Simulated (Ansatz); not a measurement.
Isomers of ZrAu₁₂ (singlet), relaxed with PBE-D4/def2-SVP; total energies from Ansatz at RPA@PBE/def2-TZVP.

```json
{"isomer": "A", "description": "point group Cs; 24 × Au–Au 2.75 to 3.07 Å; 11 × Au–Zr 2.78 to 2.93 Å", "energy (Eh)": "-1671.29852"}
{"isomer": "B", "description": "point group not assigned; 22 × Au–Au 2.67 to 3.14 Å; 10 × Au–Zr 2.79 to 2.90 Å", "energy (Eh)": "-1671.30706"}
```

In the def2 sets Au, Zr take a core potential; there is no spin–orbit coupling. Correlated methods freeze no core orbitals; core or outer-core shells of Zr, Au are correlated, in sets that lack core-valence functions.

The isomers come from a short search, and lower ones may exist.

Question: Work out the relative energies (1 Eh = 2625.5 kJ/mol) and the Boltzmann populations at 1200 K from electronic energies alone (R = 8.314 J/mol/K).

Answer: ΔE: A 22.4, B 0.0 kJ/mol. RT = 9.98 kJ/mol. Factors exp(−ΔE/RT): A 0.106, B 1; sum 1.106. Populations: A 9.6 %, B 90.4 %. Zero-point energy, vibrational entropy and symmetry numbers are left out and can shift these; an error of 4 kJ/mol changes a ratio by a factor of 1.5. Over the other density-functional and correlated levels in def2 sets, the gap between B and A ranges from 0 to 19 kJ/mol.
